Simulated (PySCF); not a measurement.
Gas-phase reaction: 2 ethylsilane + C6H5 (phenyl) + 3 SiH3 = 5 (CH3)2Si

Energies from PySCF (xtb for GFN2), thermal terms from the rigid-rotor harmonic-oscillator model, ideal gas at 1 bar. † marks an energy on the PBE0/def2-TZVP geometry and frequencies; other levels use their own. 6-31G* has spherical d functions here. Open shells (unrestricted): C6H5 (phenyl) (multiplicity 2), SiH3 (multiplicity 2); the rest are closed-shell singlets. GFN2 has no spin-polarisation term. B3LYP is the form with VWN-RPA correlation. No R ln 2 is added for the mirror-image form of (CH3)2Si. (CH3)2Si: computed as isolated molecules; such fragments, hydroxides, amides, oligomers or adducts are transient or little studied in the gas. The harmonic model lacks anharmonicity and excited electronic states, which grow with temperature; levels with a mode under 35 cm⁻¹ are left out. Internal rotation in ethylsilane, (CH3)2Si is treated as a harmonic vibration of one conformer, which makes the entropy rough.

| level | ΔE electronic, kJ | ΔH°(298 K), kJ | ΔS°(298 K), J/K | ΔG°(1000 K), kJ |
|---|---|---|---|---|
| B3LYP/6-31G* | -135 | -61 | -36 | -36 |
| B3LYP/def2-TZVP† | -142 | -73 | -50 | -35 |
| GFN2-xTB | 79 | 174 | -20 | 200 |
| M06-2X/def2-TZVP† | -210 | -141 | -50 | -103 |
| PBE/def2-TZVP† | -160 | -91 | -50 | -54 |
| PBE0/def2-QZVP† | -150 | -81 | -50 | -43 |
| PBE0/def2-SVP† | -100 | -31 | -50 | 6 |
| PBE0/def2-TZVP | -138 | -69 | -50 | -31 |
| r2SCAN/def2-TZVP† | -74 | -5 | -50 | 33 |
| LDA/def2-TZVP† | -208 | -139 | -50 | -101 |
| ωB97X-V/def2-TZVP† | -160 | -90 | -50 | -53 |
ΔH° is lowest at M06-2X/def2-TZVP† and highest at GFN2-xTB. No reference value is set beside these.
